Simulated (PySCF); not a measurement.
Ge: excitation energy

Ge [Ar] 3d10 4s2 4p2 (3P) → Ge [Ar] 3d10 4s2 4p1 5s1 (3P), as a difference of total energies. All numbers are calculated (PySCF 2.14, scalar relativity by spin-free X2C-1e, in x2c-TZVPPall with one added diffuse shell each of s, p, d type (7s6p5d1f, 57 functions)). Correlated levels: valence: [Ar] 3d10 frozen. The calculations carry no spin-orbit coupling.

```tsv
method	excitation energy (eV)
UHF	4.705
MP2 (valence)	4.819
SCS-MP2 (valence)	4.799
CCSD (valence)	4.819
CCSD(T) (valence)	4.823
CCSDT (valence)	4.824
```

Problem. How much does correlation contribute at CCSD(T) (valence)?

Solution. 4.823 − (4.705) = 0.118 eV, measured against UHF.

Errors of the correlated levels include the incompleteness of this basis and the frozen core.

The promoted electron is Rydberg-like, and one or two diffuse shells describe it only roughly, which tends to raise the upper state.

For comparison: 4.648 eV (measured; NIST levels, between the centres of gravity of the two terms).
